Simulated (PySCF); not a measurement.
CH7FN2Si, SMILES N[Si@@H](NC)F. Atoms are numbered in the order given.

```xyz
12

C      2.1848     0.0281     0.9581
N      1.0553    -0.5180     0.2329
Si    -0.4970     0.1775     0.0829
N     -1.5918    -1.0845    -0.2979
F     -0.7024     1.2273    -1.1532
H      1.8342     0.8028     1.6580
H      2.6984    -0.7424     1.5603
H      2.9399     0.5004     0.3015
H      1.2926    -1.2700    -0.4091
H     -0.6986     1.0067     1.3033
H     -2.4586    -0.8781    -0.7835
H     -1.6816    -1.9019     0.2953
```

Geometry: r2SCAN-D4/def2-SVP. The structure was generated by enumeration; whether it is a known compound was not checked. The values are those of a single conformer.

Two levels are set side by side: PBE/pcSseg-1 (PySCF) and HF/pcSseg-1 (PySCF). GIAO shifts against CFCl3 (¹⁹F), NH3 (¹⁵N), TMS (²⁹Si), TMS (¹H), TMS (¹³C) at the same level; non-relativistic, no solvent, atoms listed together averaged. Differences are taken from unrounded values.

```
quantity                       HF
-------------------------  ------
δ(¹³C) of C1 (ppm)           28.4
δ(¹⁵N) of N2 (ppm)           28.2
δ(²⁹Si) of Si3 (ppm)        -35.5
δ(¹⁵N) of N4 (ppm)           13.9
δ(¹⁹F) of F5 (ppm)         -119.0
δ(¹H) of H6, H7, H8 (ppm)    2.85
δ(¹H) of H9 (ppm)            0.99
δ(¹H) of H10 (ppm)           4.36
```

Problem. What does PBE give, and how far is it from HF? (The exact figures need the calculation; the answer reports its results.)

Solution. 
| quantity | PBE | PBE minus HF |
|---|---|---|
| δ(¹³C) of C1 (ppm) | 31.6 | 3.1 |
| δ(¹⁵N) of N2 (ppm) | 56.1 | 27.9 |
| δ(²⁹Si) of Si3 (ppm) | -29.6 | 5.9 |
| δ(¹⁵N) of N4 (ppm) | 27.3 | 13.4 |
| δ(¹⁹F) of F5 (ppm) | -169.3 | -50.3 |
| δ(¹H) of H6, H7, H8 (ppm) | 3.00 | 0.15 |
| δ(¹H) of H9 (ppm) | 1.25 | 0.26 |
| δ(¹H) of H10 (ppm) | 5.29 | 0.93 |

Rough cost on one machine, each run with all the roots and properties that it gave: HF against PBE within a factor of 2.
